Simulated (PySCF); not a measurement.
C₄H₈O₂, SMILES C[C@]1(O)C[C@@H]1O. The structure is a stationary point at ωB97X-D3(BJ)/def2-SVP. The structure was generated by enumeration; whether it is a known compound was not checked. The values are those of a single conformer.

All values below come from ωB97X-D3(BJ)/def2-SVP (PySCF).

Harmonic wavenumbers (cm⁻¹): 198, 228, 263, 304, 330, 405, 425, 482, 521, 741, 846, 927, 947, 985, 1040, 1045, 1102, 1127, 1220, 1277, 1286, 1334, 1361, 1409, 1428, 1469, 1473, 1550, 3065, 3141, 3151, 3160, 3198, 3267, 3864, 3880. Rotational constants (GHz): 5.295, 3.074, 2.591; symmetry number 1.

### Question
Work out the zero-point energy and the ideal-gas rigid-rotor harmonic-oscillator thermochemistry at 298.15 K and 1 atm.

### Answer
ZPE = ½ Σ hcν = ½ × 52449 cm⁻¹ = 313.71 kJ/mol. H − E(el) = 333.81 kJ/mol. Entropy in J/(mol K): translation 164.60, rotation 110.61, vibration 53.27, total 328.48. G − E(el) = 235.88 kJ/mol. Cp = 112.96 J/(mol K).
